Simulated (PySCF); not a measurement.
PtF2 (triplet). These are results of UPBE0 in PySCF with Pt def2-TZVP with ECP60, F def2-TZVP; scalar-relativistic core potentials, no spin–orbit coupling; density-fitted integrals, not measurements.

Harmonic bands of its minimum:

| ω (cm⁻¹) | IR (km/mol, summed over degenerate members) | degeneracy |
| --- | --- | --- |
| 164 | 10.0 | 2 |
| 675 | 0.0 | 1 |
| 736 | 172 | 1 |

Q: The central atom is Pt. Infer the point group and assign the bands.

A: D∞h. The modes span πu + σg+ + σu+: 164 πu, 675 σg+, 736 σu+. The computed geometry has Pt–F 1.827 Å (×2); F–Pt–F 180.0°.

Only a few start shapes were tried, so a lower isomer may exist. With open d or f shells other occupations or spin states may lie lower. With an element this heavy the missing spin–orbit coupling can shift these numbers.
